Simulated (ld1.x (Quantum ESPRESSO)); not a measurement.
Configuration tests for magnesium (Mg) (ultrasoft)

ld1.x (Quantum ESPRESSO) 7.5 input, shortened:

```
&input
   title='Mg', zed=12., rel=1, dft='PZ', iswitch=3,
   config='[Ne] 3s0 3p0 3d-2'
 /
 &inputp
   pseudotype=3, tm=.true., lloc=-1, rcloc=0.85,
   nlcc=.true., new_core_ps=.true., rcore=0.55
 /
6
2S  1  0   2.00   0.00  0.95  1.05  0.0
3S  2  0   0.00   0.00  0.95  1.05  0.0
2P  2  1   6.00   0.00  1.00  1.10  0.0
3P  3  1   0.00   0.00  1.00  1.10  0.0
3D  3  2  -2.00   0.25  0.70  0.90  0.0
3D  3  2  -2.00   0.95  0.70  0.90  0.0
 &test
   configts(1)='2s2 2p6 3s0 3p0'
 /
```

Energies are relative to the spin-unpolarised reference configuration 2s2 2p6 3s0 3p0; without spin polarisation the order of configurations can differ from experiment. Not all tests gave a result: test run stopped at test 8 of 9 (negative rho). The frozen-core shift is the all-electron ΔE with the core orbitals held at their reference shape minus the fully relaxed ΔE.

| valence configuration | charge | ΔE all-electron (eV) | error AE − PS (meV) | frozen-core shift (meV) |
| --- | --- | --- | --- | --- |
| 2s2 2p6 3s2 3p0 | 0 | -23.122 | -2207 | 0.0 |
| 2s2 2p6 3s1.5 3p0 | +0.5 | -19.930 | -1944 | 0.0 |
| 2s2 2p6 3s0 3p2 | 0 | -15.853 | -1118 | 0.0 |
| 2s2 2p6 3s0 3p1 | +1 | -10.657 | -824 | 0.0 |
| 2s1 2p6 3s2 3p0 | +1 | 67.786 | -4136 | +1.0 |
| 2s2 2p5 3s2 3p0 | +1 | 35.523 | -3408 | +0.3 |

**Question.** What are ΔE and the potential's error for 2s2 2p6 3s1 3p0?

**Answer.** ΔE = -15.048 eV all-electron; the error (AE − PS) is -1517 meV.

Levels in the configuration 2s2 2p6 3s1.5 3p0:

```json
{"level": "2s", "all-electron (eV)": "-83.566", "pseudo (eV)": "-84.903"}
{"level": "2p", "all-electron (eV)": "-50.991", "pseudo (eV)": "-52.298"}
{"level": "3s", "all-electron (eV)": "-8.032", "pseudo (eV)": "-7.351"}
```

A Bessel basis up to 400 Ry misses an occupied level by 1.78 Ry, so cutoffs and ghosts were not judged.
